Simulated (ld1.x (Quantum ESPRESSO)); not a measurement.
## Building the PAW potential for tantalum (Ta) (Wu–Cohen, scalar-relativistic).

- Element: tantalum (Ta)
- Generator: ld1.x (Quantum ESPRESSO) 7.5
- Type: PAW
- Functional: Wu–Cohen
- Relativity: scalar-relativistic
- Frozen core: [Kr] 4d10 4f14
- Valence charge: 13
- Reference configuration: 5s2 5p6 5d3 6s2 6p0
- Partial waves: 5s (bound): rcut 1.40, rcutus 1.50 bohr; 6s (bound): rcut 1.40, rcutus 1.50 bohr; 5p (bound): rcut 2.45, rcutus 2.75 bohr; 6p (bound, empty): rcut 2.45, rcutus 2.75 bohr; 5d (bound): rcut 2.25, rcutus 2.85 bohr; 5d channel at 3.5 Ry: rcut 2.25, rcutus 2.85 bohr
- Local potential: all-electron potential smoothed inside 1.30 bohr (lloc = -1)
- Core correction: Bessel-smoothed model core inside 1.20 bohr
- Augmentation charge: PSQ, inside the norm-conserving radii

All-electron outer shells of the reference configuration (Wu–Cohen, scalar-relativistic, ld1.x):

| shell | level (eV) | outermost node (bohr) | outermost maximum (bohr) |
| --- | --- | --- | --- |
| 4d | -222.10 | 0.22 | 0.46 |
| 5s | -73.01 | 0.54 | 0.98 |
| 5p | -39.39 | 0.58 | 1.13 |
| 4f | -24.70 | – | 0.44 |
| 6s | -5.48 | 1.32 | 2.78 |
| 5d | -3.62 | 0.65 | 1.58 |
| 6p | -1.35 | 1.59 | 3.85 |

Question: Does the generator finish with these settings?

Answer: Yes, a potential is produced and its reference levels are reproduced.

Question: Estimate the cutoffs (Ry, on a coarse ladder) from which the occupation-weighted sum of valence levels, in a spherical-Bessel basis at the reference potential, stays within 10 and 1 mRy of its value at 400 Ry.

Answer: 21 Ry and 30 Ry.

Question: What does a ghost test show?

Answer: No extra level below or beside the all-electron valence levels (s, p, d, f tested).

Question: Is the overlap operator S = 1 + Σ q|β⟩⟨β| positive definite (Bessel basis up to 400 Ry)?

Answer: Yes: its lowest eigenvalue is 0.21 (s channel).

Question: Which valence shell sets the plane-wave cutoff?

Answer: 5s: its level needs 30 Ry to come within 1 mRy, against 18 Ry for 6s.

Question: Tests: 5s2 5p6 5d3 6s1 6p0; 5s2 5p6 5d3 6s0 6p0; 5s2 5p6 5d2 6s0 6p0; 5s2 5p6 5d3 6s0 6p1; 5s2 5p5 5d3 6s2 6p0; 5s2 5p6 5d2 6s2 6p0; 5s2 5p6 5d4 6s1 6p0. Which has the largest error in its energy relative to the reference configuration, and how large is it?

Answer: 5s2 5p5 5d3 6s2 6p0, with -144 meV (all-electron minus pseudo) on +45.00 eV.
